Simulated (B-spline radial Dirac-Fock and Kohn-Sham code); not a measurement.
Nd²⁺ 4s: cross section and angular parameters

System: neodymium as Nd²⁺, [Xe] 4f4; threshold 327.2 eV (orbital energy of the model). The computed values come from a radial atomic solver: Dirac-Hartree-Slater photoionisation with a Latter tail; cross sections with all multipoles, angular parameters from the dipole term and its interference with E2.

For linearly polarised light dσ/dΩ = σ/(4π) [1 + β P₂(cos θ) + (δ + γ cos²θ) sin θ cos φ], with θ from the polarisation vector and φ the angle between the beam and the projection of the electron momentum on the plane normal to the polarisation.

| hν (eV) | σ (kb) | β | γ |
| --- | --- | --- | --- |
| 360 | 113 | 1.915 | 0.400 |
| 371 | 110 | 1.919 | 0.415 |
| 503 | ? | ? | ? |
| 703 | 55.3 | 1.959 | 0.448 |
| 711 | 54.5 | 1.959 | 0.446 |
| 800 | 46.4 | 1.963 | 0.425 |
| 1220 | 24.9 | 1.971 | 0.304 |
| 1253.6 | 23.8 | 1.971 | 0.294 |
| 1440 | 19.1 | 1.973 | 0.243 |
| 1580 | 16.5 | 1.974 | 0.208 |
| 2000 | 11.0 | 1.976 | 0.112 |
| 2240 | 9.06 | 1.977 | 0.067 |
| 2930 | 5.62 | 1.979 | -0.031 |
| 3180 | 4.85 | 1.980 | -0.056 |
| 3630 | 3.81 | 1.980 | -0.090 |
| 4630 | 2.41 | 1.982 | -0.123 |
| 5414.7 | 1.79 | 1.982 | -0.119 |
| 8047.8 | 0.818 | 1.983 | 0.000 |
| 12000 | 0.359 | 1.983 | 0.320 |
| 15000 | 0.223 | 1.982 | 0.593 |

Question: Give the values at 503 eV.

Answer: σ = 82.8 kb, β = 1.944, γ = 0.470. For an s subshell δ is negligible.
